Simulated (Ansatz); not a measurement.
Cartesian coordinates (Å):
```xyz
7

S      1.7213    -1.1989     0.1216
B      0.1659    -0.2891     0.0135
S      0.2133     1.5108    -0.0070
S     -1.3177    -1.3103    -0.0649
H      2.5395    -0.1388     0.1601
H     -1.1008     1.7524    -0.0902
H     -2.2215    -0.3262    -0.1331
```
Charge 0, multiplicity 1.

Calculation: Ansatz (a program for electronic structure) with frozen-core CCSD(T)/cc-pVTZ // CAM-B3LYP-D3(BJ)/def2-TZVP.

| Item | Value |
|---|---|
| HF energy | -1219.17264 Ha |
| MP2 correlation energy | -0.63193 Ha |

Question: Estimate the CCSD correlation energy, the (T) correction, the total energy and the T1 diagnostic.

Answer: 
```yaml
CCSD correlation energy: -0.68414 Ha
"(T) correction": -0.03367 Ha
CCSD(T) total energy: -1219.89046 Ha
T1 diagnostic: 0.013
```
